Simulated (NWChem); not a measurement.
System: C2H6F2Si; SMILES FC[Si@@H](F)C

Input file for NWChem:

```
start job
memory heap 200 mb stack 900 mb global 1100 mb
geometry units angstroms noautoz
  C     -1.084290     1.793270    -0.146619
  Si     0.053694     0.406571     0.356247
  F      1.567529     0.781019    -0.121815
  C     -0.446872    -1.208317    -0.489098
  F      0.284177    -2.269873     0.001774
  H     -0.735097     2.749048     0.273562
  H     -2.108509     1.618549     0.219297
  H     -1.123596     1.900832    -1.241845
  H      0.095203     0.205449     1.830888
  H     -1.523897    -1.405561    -0.327947
  H     -0.296125    -1.137904    -1.582505
end
basis spherical
  C library def2-svp
  Si library def2-svp
  F library def2-svp
  H library def2-svp
end
dft
  xc slater vwn_5
  iterations 150
end
tddft
  cis
  nroots 8
  notriplet
end
task tddft energy
```

All runs use the structure optimised with PBE0/def2-SVP.

Vertical excitations in the gas phase.

Question: What results follow from this input? (LDA (Slater exchange, VWN5)/def2-SVP, TDA.) Quantities: lowest excitation, singlet (eV); oscillator strength of that lowest state; lowest state with f > 0.02, singlet (eV); oscillator strength of that bright state; orbital gap (eV).

Answer: 
```
Property                                  Value
----------------------------------------  -----
lowest excitation, singlet (eV)            7.01
oscillator strength of that lowest state  0.008
lowest state with f > 0.02, singlet (eV)   7.80
oscillator strength of that bright state  0.029
orbital gap (eV)                           6.76
```
